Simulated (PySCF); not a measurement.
PySCF job for Al(H)(Br)(OH) (AlBrH₂O), SMILES [AlH]([OH])[Br], PBE0/pcSseg-2. Coordinates come from a r2SCAN-D4/def2-TZVP optimisation. One conformer was computed; it need not be the lowest.

```python
import numpy as np
from pyscf import gto, scf, dft
from pyscf.prop.nmr import rks as nmr

mol = gto.M(
    atom='''
    Al   -0.56299013   -1.10981344    0.00000000
    H    -2.07612685   -1.50206369    0.00000000
    Br    0.08823479    1.05111210    0.00000000
    O     0.59562978   -2.33488649    0.00000000
    H     1.54174258   -2.18019307    0.00000000
    ''',
    basis='pcSseg-2',
    charge=0,
    spin=0,
    max_memory=1600,
    verbose=3,
)
mf = dft.RKS(mol, xc='pbe0').density_fit(auxbasis='def2-universal-jkfit')
mf.grids.level = 3
mf.conv_tol = 1e-10
mf.max_cycle = 100
mf.kernel()
n = nmr.NMR(mf)
n.verbose = 2
n.max_cycle_cphf = 60
sigma = n.kernel()
print('atom   isotropic/ppm   span/ppm')
for i, s in enumerate(sigma):
    w = np.linalg.eigvalsh((s + s.T) / 2)
    print(f'{mol.atom_symbol(i):2s}{i + 1:3d} {w.mean():14.3f} {w[2] - w[0]:11.3f}')
```

Log of the run:

```
converged SCF energy = -2892.73147908212
atom   isotropic/ppm   span/ppm
Al  1        399.567      81.361
H   2         26.592      11.062
Br  3       2622.867     644.368
O   4        255.088     128.775
H   5         28.929      18.729
```

Self-consistency was reached.

Cost: about 60 core-seconds (a rough figure).
